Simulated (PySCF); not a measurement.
# O⁶⁺ (oxygen, charge +6) across methods

1s2, closed-shell 1S. Computed with PySCF 2.14 in an even-tempered Gaussian basis (15 s from 2.2 bohr⁻², ratio 2.2; 7 p from 3.6 bohr⁻², ratio 2.4; 4 d from 11 bohr⁻², ratio 2.4; 3 f from 16 bohr⁻², ratio 2.4; 3 g from 24 bohr⁻², ratio 2.4), with the non-relativistic Hamiltonian (point nucleus).

| method | E (hartree) | mean ε 1s (eV) | Σ⟨r²⟩ (bohr²) | ⟨S²⟩ |
| --- | --- | --- | --- | --- |
| PW91 | -59.0947 | -692.26 | 0.1050 | 0.000 |
| PBE0 | -59.0906 | -703.82 | 0.1047 | 0.000 |
| r2SCAN | -59.1591 | -697.06 | 0.1043 | 0.000 |
| revPBE | -59.1381 | -692.17 | 0.1048 | 0.000 |
| PBE | -59.0683 | -691.74 | 0.1050 | 0.000 |
| UHF | -59.11111 | -739.25 | 0.1039 | 0.000 |
| LDA | -58.6278 | -687.29 | 0.1057 | 0.000 |
